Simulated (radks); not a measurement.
The numbers below are computed, except where a source is named.
Species: the calcium ion Ca4+. Configuration: [Ne] 3s2 3p4 (the NIST ground configuration).

Level of theory: non-relativistic Kohn-Sham, PW91, spin-polarised, spherical densities, point nucleus; open shells are filled with parallel spins first (a radial shooting solver on a logarithmic mesh with Libxc functionals).

Energy parts (hartree):
part                       energy
total                  -672.55882
kinetic                 671.96221
electron-nucleus      -1559.99692
Hartree                 249.94376
exchange-correlation    -34.46788

Orbitals (lengths in bohr, moments of r in powers of bohr; r(90%) holds 90 % of the orbital's charge):
[
 {"orbital": "1s up", "occ.": "1", "eigenvalue (hartree)": "-146.6028", "r(90%)": "0.138", "<r^4>": "0.0001657", "<1/r>": "19.54", "<r>": "0.07737"},
 {"orbital": "1s down", "occ.": "1", "eigenvalue (hartree)": "-146.5780", "r(90%)": "0.138", "<r^4>": "0.0001656", "<1/r>": "19.54", "<r>": "0.07736"},
 {"orbital": "2s up", "occ.": "1", "eigenvalue (hartree)": "-17.22032", "r(90%)": "0.570", "<r^4>": "0.04463", "<1/r>": "4.013", "<r>": "0.3663"},
 {"orbital": "2s down", "occ.": "1", "eigenvalue (hartree)": "-17.19854", "r(90%)": "0.569", "<r^4>": "0.04439", "<1/r>": "4.013", "<r>": "0.3661"},
 {"orbital": "2p up", "occ.": "3", "eigenvalue (hartree)": "-14.43988", "r(90%)": "0.540", "<r^4>": "0.03665", "<1/r>": "3.944", "<r>": "0.3278"},
 {"orbital": "2p down", "occ.": "3", "eigenvalue (hartree)": "-14.40917", "r(90%)": "0.540", "<r^4>": "0.03645", "<1/r>": "3.943", "<r>": "0.3277"},
 {"orbital": "3s up", "occ.": "1", "eigenvalue (hartree)": "-3.61845", "r(90%)": "1.62", "<r^4>": "2.956", "<1/r>": "1.273", "<r>": "1.099"},
 {"orbital": "3s down", "occ.": "1", "eigenvalue (hartree)": "-3.49784", "r(90%)": "1.64", "<r^4>": "3.053", "<1/r>": "1.268", "<r>": "1.105"},
 {"orbital": "3p up", "occ.": "3", "eigenvalue (hartree)": "-2.89647", "r(90%)": "1.75", "<r^4>": "3.916", "<1/r>": "1.177", "<r>": "1.157"},
 {"orbital": "3p down", "occ.": "1", "eigenvalue (hartree)": "-2.78060", "r(90%)": "1.77", "<r^4>": "4.120", "<1/r>": "1.169", "<r>": "1.167"}
]

The highest occupied level is 3p down at -75.664 eV. Spin moment in Bohr magnetons: 2. The electron density at the nucleus is 5332 e/bohr^3. Summed over all electrons, <r^2> = 10.15 bohr^2, which gives a Langevin (diamagnetic) susceptibility term of -8.04 x 10^-6 cm^3/mol. The spin density at the nucleus is -0.1712 e/bohr^3 (1s -0.4925, 2s 0.1262, 3s 0.1951), a Fermi contact field of -8.98 T.
